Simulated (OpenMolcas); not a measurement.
# Co4+ in a point-charge field

Co4+ among 4 point charges of -0.98 e arranged as a square (D4h), 2.06 Å from the ion.
```
   2.0600    0.0000    0.0000  -0.98
   0.0000    2.0600    0.0000  -0.98
  -2.0600    0.0000    0.0000  -0.98
   0.0000   -2.0600    0.0000  -0.98
```

```
Program             : OpenMolcas 26.06
Method              : SS-CASPT2, IPEA 0.25 Eh, imaginary shift 0.1 Eh (closed shells correlated: 3s 3p)
Basis               : ANO-RCC-VTZP [6s5p3d2f1g]
Scalar Hamiltonian  : DKH2, point nucleus
Active space        : 5 electrons in 5 orbitals (3d)
State averaging     : 2S+1 = 6 even, 1 root; 2S+1 = 4 even, 24 roots; 2S+1 = 2 even, 75 roots
Spin-orbit coupling : RASSI with atomic mean-field integrals over the reference wave functions
```

The lowest spin-free states (labels of D4, the rotations of D4h), above the lowest:

| State | Degeneracy | E (cm-1) | Free-ion L (%) |
| --- | --- | --- | --- |
| 6A1 | 1 | 0 | S (100) |
| 4E | 2 | 38680 | G (99) |
| 4B1 | 1 | 38690 | G (99) |
| 4B2 | 1 | 38760 | G (99) |
| 4E | 2 | 38810 | G (100) |
| 4A1 | 1 | 38960 | G (100) |
| 4A2 | 1 | 39130 | G (99) |
| 4A1 | 1 | 39250 | G (100) |
| 4E | 2 | 42630 | P (83) |
| 4A2 | 1 | 43850 | P (99) |
| 4B1 | 1 | 46120 | D (97) |
| 4B2 | 1 | 46230 | D (98) |
| 4A1 | 1 | 47180 | D (100) |
| 4E | 2 | 47750 | D (82) |
| 2B1 | 1 | 56650 | I (100) |
| 2E | 2 | 56750 | I (99) |
| 2B2 | 1 | 56750 | I (100) |
| 2E | 2 | 56790 | I (100) |
| 2B2 | 1 | 56800 | I (99) |
| 2A2 | 1 | 56830 | I (99) |

The lowest levels with spin-orbit coupling:

| E (cm-1) | Degeneracy | Label | 2S+1 | g |
| --- | --- | --- | --- | --- |
| 0 | 2 | E1/2 | 6 | 2.00 6.01 6.01 |
| 0 | 2 | E3/2 | 6 | 0.00 0.00 6.01 |
| 0 | 2 | E3/2 | 6 | 0.00 0.00 10.01 |
| 38580 | 2 | E3/2 | 4 | 0.13 1.07 1.07 |
| 38610 | 2 | E1/2 | 4 | 0.36 0.36 2.50 |
| 38630 | 2 | E3/2 | 4 | 2.21 2.21 3.20 |
| 38680 | 2 | E3/2 | 4 | 0.30 1.00 1.00 |
| 38690 | 2 | E1/2 | 4 | 0.45 0.45 6.27 |
| 38720 | 2 | E1/2 | 4 | 0.05 0.05 5.91 |
| 38770 | 2 | E3/2 | 4 | 2.41 2.41 4.78 |
| 38770 | 2 | E1/2 | 4 | 2.66 2.66 5.43 |
| 38800 | 2 | E1/2 | 4 | 3.01 4.19 4.19 |
| 38820 | 2 | E3/2 | 4 | 0.18 0.18 3.78 |
| 38840 | 2 | E1/2 | 4 | 0.04 0.04 9.58 |
| 38870 | 2 | E3/2 | 4 | 0.32 0.32 7.91 |
| 38960 | 2 | E1/2 | 4 | 1.98 5.27 5.27 |
| 38970 | 2 | E3/2 | 4 | 0.00 0.00 5.88 |
| 39110 | 2 | E3/2 | 4 | 0.00 0.00 3.08 |
| 39150 | 2 | E1/2 | 4 | 0.66 3.57 3.57 |
| 39240 | 2 | E3/2 | 4 | 0.00 0.00 8.98 |

Powder χT (cm3 K/mol): 4.38 at 2 K, 4.38 at 10 K, 4.38 at 50 K, 4.38 at 100 K, 4.38 at 200 K, 4.38 at 300 K. The effective moment at 300 K is 2.828 √(χT) = 5.92 μB.

The lowest level has 2S+1 = 6, for which the spin-only value is χT = S(S+1) / 2 = 4.375 cm3 K/mol (g = 2). The computed 4.385 at 300 K differs by +0.010, little more than the free-electron g of 2.0023 accounts for.

Roots that are degenerate in the reference are averaged as groups; the widest CASPT2 spread within a group is 270 cm-1 (the 2-fold group of multiplicity 2 near 71100 cm-1 above the lowest state of its run). Shifts and gaps below about the spread of the groups concerned are not significant. Point charges give a weaker field than real ligands, and real ions of this kind are often low spin; the high spin found here belongs to the model. Free-ion shares, where given, are those of the reference states; single-state CASPT2 does not remix them. Point charges carry no covalency, so the field is a model and not that of real ligands. No measured value stands beside these numbers.

The CASPT2 steps took 13 s on 1 thread of Arm Neoverse V1 (shared host); the integral step is not counted.
